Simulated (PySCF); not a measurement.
Computed IR spectrum (relative IR intensity) of a molecule C4H4F2. Geometry: PBE-D3(BJ)/def2-SVP. One conformer was computed; it need not be the lowest. Level of theory: PBE-D3(BJ)/def2-SVP (PySCF). Harmonic, unscaled wavenumbers; measured fundamentals usually lie a few per cent lower.

```
ν (cm⁻¹)  relative intensity
--------  ------------------
447                      4.9
466                      3.8
688                      3.8
730                       11
898                       34
950                      3.0
1022                     6.7
1037                     3.8
1086                      14
1163                     3.6
1179                      91
1236                      47
1302                     100
1393                      11
2991                     8.8
3058                     3.7
3132                     2.3
```

Task: Identify the compound among the candidates.
A. CC(F)=C=CF
B. C#CCC(F)F
C. FC1(F)C=CC1
D. CC=C=C(F)F

Result: C, FC1(F)C=CC1
